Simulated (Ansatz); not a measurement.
Consider the formal hydrolysis of a Ge–Si bond: `[NH2][GeH2][SiH2]Cl` + H₂O → `[NH2][GeH2][OH]` + `[SiH3]Cl`.

Isolated molecules relaxed with PBE0-D4/def2-TZVP in Ansatz; ΔE leaves out vibrations. CCSD(T)/CBS adds triple-zeta CCSD(T) − MP2 to the extrapolated MP2 energy (def2 sets, frozen cores). This one scheme is used for every species. DFT in def2-TZVPP. B3LYP here is the variant with VWN-RPA as its local correlation; programs differ in this. For Ge outer-core shells are correlated without core-valence functions, which leaves a few kJ/mol of doubt a bond. Scalar relativity is left out up to krypton. One conformer a species, not always the lowest.

`[NH2][GeH2][SiH2]Cl`:

Cartesian coordinates in Å:
```
N -1.772 -0.127 0.550
Ge -0.401 -0.547 -0.611
Si 1.564 0.548 0.176
Cl 2.134 -0.235 1.994
H -2.017 0.854 0.559
H -2.614 -0.663 0.393
H -0.660 -0.125 -2.083
H -0.247 -2.076 -0.570
H 1.321 2.002 0.366
H 2.692 0.371 -0.773
```

H₂O:

```xyz
3

O    -0.161   -0.353    0.030
H     0.239    0.168    0.730
H    -0.078    0.185   -0.760
```

`[NH2][GeH2][OH]`:

Z-matrix (Å, degrees):
```
Ge
O 1 1.780
N 1 1.819 2 104.8
H 1 1.538 2 111.2 3 -115.1
H 1 1.549 2 106.5 3 123.0
H 2 0.959 1 112.2 3 -147.4
H 3 1.009 1 115.8 2 -150.0
H 3 1.009 1 117.0 2 77.3
```

`[SiH3]Cl`:

Cartesian coordinates in Å:
```
Si 0.011 -0.123 0.035
Cl -0.161 1.843 -0.531
H 1.362 -0.332 0.603
H -0.185 -0.976 -1.159
H -1.027 -0.412 1.052
```

Question: Is it downhill or uphill in electronic energy at CCSD(T)/CBS, and by how much? (Estimate.)

Answer: Ansatz gave: Downhill: ΔE = -0.23 eV.

Question: What do these levels give: PBE-D4, r2SCAN-D4, B3LYP-D4, B2PLYP, MP2/def2-TZVPP, SCS-MP2/def2-TZVPP, CCSD(T)/def2-TZVPP, HF/def2-QZVPP, MP2/def2-QZVPP, SCS-MP2/def2-QZVPP, HF/CBS(def2), CCSD/CBS(def2)? (Estimate.)

Answer: Computed: PBE-D4 -0.09, r2SCAN-D4 -0.24, B3LYP-D4 -0.23, B2PLYP -0.34, MP2/def2-TZVPP -0.32, SCS-MP2/def2-TZVPP -0.38, CCSD(T)/def2-TZVPP -0.28, HF/def2-QZVPP -0.53, MP2/def2-QZVPP -0.29, SCS-MP2/def2-QZVPP -0.36, HF/CBS(def2) -0.54, CCSD/CBS(def2) -0.25 eV.

Largest T1 diagnostic among the species: 0.011.

The D4 term adds +0.08 eV with B3LYP and +0.05 eV with PBE0; it sums over pairs of atoms, weighted by their polarisabilities, and B3LYP, whose exchange is more repulsive, gets the larger term. In def2-TZVPP, CCSD(T) changes the Hartree–Fock value by +0.24 eV (the triples alone add +0.02 eV) and MP2 by +0.21 eV.
